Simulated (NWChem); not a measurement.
System: BBrCl2; SMILES ClB(Cl)Br

```xyz
4

B     -0.0022    -0.4936     0.0000
Cl    -0.0001    -1.3716     1.5164
Cl    -0.0001    -1.3716    -1.5164
Br    -0.0003     1.4199     0.0000
```
Atoms are numbered in this order, from 1.

All runs: NWChem. Pople sets run with spherical d functions. Structure relaxed at the PBE-D3(BJ)/def2-SVP level. B3LYP is NWChem's, with the RPA form of VWN correlation. Vzz is the largest principal value of the second derivative of the potential at the nucleus (NWChem prints the opposite sign); η is the asymmetry. Non-relativistic.

Q: Predict the results for B3LYP/6-31G*. Quantities: Vzz B1 (a.u.); η B1; Vzz Cl3 (a.u.); η Cl3; Vzz Br4 (a.u.); η Br4.

A: 
- Vzz B1 (a.u.): 0.246
- η B1: 0.04
- Vzz Cl3 (a.u.): 2.277
- η Cl3: 0.53
- Vzz Br4 (a.u.): 4.515
- η Br4: 0.46
